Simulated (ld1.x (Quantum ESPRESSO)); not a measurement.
**Logarithmic derivatives: Br, RRKJ**

ld1.x (Quantum ESPRESSO) 7.5 input, shortened:

```
&input
   title='Br', zed=35., rel=1, dft='PBE', iswitch=3,
   config='[Ar] 3d10 4s2 4p5'
 /
 &inputp
   pseudotype=2, tm=.false., lloc=0,
   nlcc=.false.
 /
2
4P  2  1   5.00   0.00  1.80  1.80  0.0
4S  1  0   2.00   0.00  1.05  1.05  0.0
 &test
   configts(1)='4s2 4p5'
 /
```

The phase is arctan(r·u′/u) with u = r·R(r), unwrapped; energies in Ry, scanned from -3 to 5 Ry. A pole is an energy at which the radial function vanishes at the test radius. The pseudo phase is shifted by a multiple of π to meet the all-electron one at the reference energy, and phase errors are pseudo minus all-electron; the curves can meet again beyond the range given. Levels narrower than the energy grid can be missing from the lists of poles.

Q: For each channel, where are the poles, and over which energies does the pseudopotential scatter like the atom?

A:

```tsv
channel	radius (bohr)	reference energy (Ry)	poles, all-electron	poles, pseudo	unbroken range about the reference energy with phases within 0.05 rad	phase error 1 Ry above the reference energy (rad)
s	1.94	-1.48	0.64	0.49, 4.48	below 1.6	-0.005
p	1.94	-0.58	2.36	2.78	below 3.9	+0.011
```

Note: ghost state, extra bound levels that the all-electron valence spectrum of the same l lacks: p at -170.1 eV. A true bound ghost makes a file unfit for plane-wave use.

Phases in the s channel:

```tsv
E (Ry)	all-electron	pseudo
-3.00	0.926	0.920
-2.76	0.805	0.798
-2.52	0.625	0.617
-2.28	0.348	0.341
-2.04	-0.044	-0.049
-1.80	-0.475	-0.477
-1.56	-0.818	-0.818
-1.32	-1.048	-1.048
-1.08	-1.199	-1.200
-0.84	-1.302	-1.304
-0.60	-1.376	-1.380
-0.36	-1.432	-1.438
-0.12	-1.476	-1.484
0.12	-1.511	-1.522
0.36	-1.541	-1.554
0.60	-1.567	-1.583
0.84	-1.589	-1.610
1.08	-1.610	-1.637
1.32	-1.628	-1.663
1.56	-1.646	-1.691
1.80	-1.663	-1.722
2.04	-1.679	-1.761
2.28	-1.695	-1.813
2.52	-1.711	-1.892
2.76	-1.727	-2.043
3.00	-1.744	-2.449
3.24	-1.762	-3.603
3.48	-1.781	-4.290
3.72	-1.801	-4.506
3.96	-1.824	-4.606
4.20	-1.849	-4.665
4.44	-1.877	-4.706
4.68	-1.910	-4.738
4.92	-1.949	-4.764
```
